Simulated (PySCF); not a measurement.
# Mayer bond orders and bond lengths

C5H10Se.
Numbering: `[CH3:1][CH2:2]/[CH:3]=[CH:4]/[Se:5][CH3:6]` (hydrogens: H7, H8, H9 on C1; H10, H11 on C2; H12 on C3; H13 on C4; H14, H15, H16 on C6)

Structure used (PBE0-D3(BJ)/def2-SVP), in Å, numbered top down from 1:
```
atom  x, y, z in Å
C1    -2.4159    0.7041    0.0933
C2    -1.5391   -0.5449    0.0761
C3    -0.0779   -0.2329    0.1890
C4     0.6897   -0.6144    1.2168
Se5    2.5216   -0.2786    1.5090
C6     2.9024    0.7760   -0.0666
H7    -3.4799    0.4482   -0.0270
H8    -2.3008    1.2526    1.0408
H9    -2.1448    1.3933   -0.7225
H10   -1.7188   -1.0965   -0.8647
H11   -1.8356   -1.2249    0.8918
H12    0.3503    0.3637   -0.6254
H13    0.2605   -1.2081    2.0327
H14    2.2826    1.6832   -0.0827
H15    2.7363    0.1862   -0.9788
H16    3.9612    1.0607   -0.0058
```

Bond orders from the PBE0/pcSseg-1 density (PySCF). The structure is a single PBE0-D3(BJ)/def2-SVP conformer in the gas phase; no vibrational or solvent corrections. The calculation is non-relativistic, for selenium too.

Q: Where do the orders between heavy atoms depart from those drawn in the SMILES?

A: The largest departure is 0.194, at C3–C4 (drawn double, 1.806).

Q: Set the Mayer orders of the bonds beside their lengths.

A: 
| bond | drawn as | length (Å) | Mayer order |
| --- | --- | --- | --- |
| C1–C2 | single | 1.526 | 1.039 |
| C2–C3 | single | 1.498 | 1.032 |
| C3–C4 | double | 1.338 | 1.806 |
| C4–Se5 | single | 1.885 | 1.077 |
| Se5–C6 | single | 1.934 | 1.045 |
| C1–H7 | single | 1.101 | 0.966 |
| C1–H8 | single | 1.101 | 0.966 |
| C1–H9 | single | 1.102 | 0.967 |
| C2–H10 | single | 1.105 | 0.938 |
| C2–H11 | single | 1.103 | 0.957 |
| C3–H12 | single | 1.097 | 0.942 |
| C4–H13 | single | 1.097 | 0.939 |
| C6–H14 | single | 1.099 | 0.937 |
| C6–H15 | single | 1.099 | 0.937 |
| C6–H16 | single | 1.098 | 0.951 |

By pair of heavy elements: C–C: lowest C2–C3 (1.032, 1.498 Å), highest C3–C4 (1.806, 1.338 Å). C–Se: lowest Se5–C6 (1.045, 1.934 Å), highest C4–Se5 (1.077, 1.885 Å).

Q: Sum the orders of all bonds at each heavy atom with more than one neighbour and set the sums beside the valence in the SMILES.

A: C1 3.938 (drawn 4), C2 3.966 (drawn 4), C3 3.780 (drawn 4), C4 3.822 (drawn 4), Se5 2.122 (drawn 2), C6 3.870 (drawn 4). Orders between atoms that aren't bonded are not in these sums.

Mayer orders depend on the basis set.
